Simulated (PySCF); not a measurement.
Predicted microwave data (PBE0-D3(BJ)/def2-SVP geometry optimisation, gas phase (PySCF 2.14.0)) for one isomer of C2H6BP:

* Rotational constants: A = 15971, B = 4131, C = 4038 MHz
* Dipole components: |μa| = 4.80 D, |μb| = 0.00 D, |μc| = 1.25 D
* Inertial defect: -28.81 u·Å²
* κ: -0.98

Question: Which candidate fits, each taken in the one conformer that was computed?
A. `C#C[BH2-][PH3+]`
B. `[BH3-][PH+]1C=C1`
C. `[CH2:1]=[CH:2][BH:3][PH2:4]` with C1–C2–B3–P4 16°, C2–B3–P4–H 45° and 147°

Answer: B. It is [BH3-][PH+]1C=C1, a near-prolate asymmetric top, point group Cs. The candidates at the same level (rigid rotor, commonest isotopes):

| SMILES | A (MHz) | B (MHz) | C (MHz) | μa (D) | μb (D) | μc (D) | Δ (u·Å²) | point group | rotor |
| --- | --- | --- | --- | --- | --- | --- | --- | --- | --- |
| C=CBP | 14444 | 3148 | 2637 | 0.85 | 0.36 | 0.78 | -3.90 | – | near-prolate asymmetric top |
| C#C[BH2-][PH3+] | 15292 | 2953 | 2588 | 3.70 | 2.81 | 0.00 | -8.94 | Cs | near-prolate asymmetric top |
| [BH3-][PH+]1C=C1 | 15971 | 4131 | 4038 | 4.80 | 0.00 | 1.25 | -28.81 | Cs | near-prolate asymmetric top |

`C=CBP` has C 35 % too low; `C#C[BH2-][PH3+]` has C 36 % too low. In the right answer the mirror of this Cs structure is the ac plane, so μb vanishes by symmetry (the 0.02 D computed is a residue). No structure here is proved a minimum.
